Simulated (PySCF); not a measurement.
Gas-phase reaction: Ga(OH)3 + 2 GaCl → 3 GaOH + Cl2

Computed with PySCF and rigid-rotor harmonic-oscillator thermochemistry at 1 bar. † marks an energy on the PBE0/def2-TZVP geometry and frequencies; other levels use their own. MP2 freezes the core. 6-31G* has spherical d functions here. All species are closed-shell singlets. B3LYP is the form with VWN-RPA correlation. Ga: all electrons, no relativistic terms. Ga(OH)3, GaOH: computed as isolated molecules; such fragments, hydroxides, amides, oligomers or adducts are transient or little studied in the gas. MP2 isn't extrapolated to the basis-set limit; its ΔH°(298 K) is 488.7 kJ in def2-SVP and 464.9 kJ in def2-TZVPP. The harmonic model lacks anharmonicity and excited electronic states, which grow with temperature; levels with a mode under 35 cm⁻¹ are left out.

ΔH° and ΔS° at 298 K: B3LYP/def2-TZVP† 394 kJ, 168 J/K; HF/6-31G* 479 kJ, 168 J/K; HF/def2-TZVP† 460 kJ, 168 J/K; MP2/def2-TZVPP† 465 kJ, 168 J/K.

Problem. With the heat capacities included, give log10 K (1 bar) at 500, 600, 800, 1400, 1800 K from B3LYP/def2-TZVP†, HF/6-31G*, HF/def2-TZVP†, MP2/def2-TZVPP†.

Solution. 
```tsv
T (K)	B3LYP/def2-TZVP†	HF/6-31G*	HF/def2-TZVP†	MP2/def2-TZVPP†
500	-32.4	-41.3	-39.3	-39.8
600	-25.6	-33.0	-31.4	-31.8
800	-17.1	-22.7	-21.4	-21.7
1400	-6.3	-9.6	-8.8	-9.0
1800	-3.2	-5.8	-5.2	-5.3
```
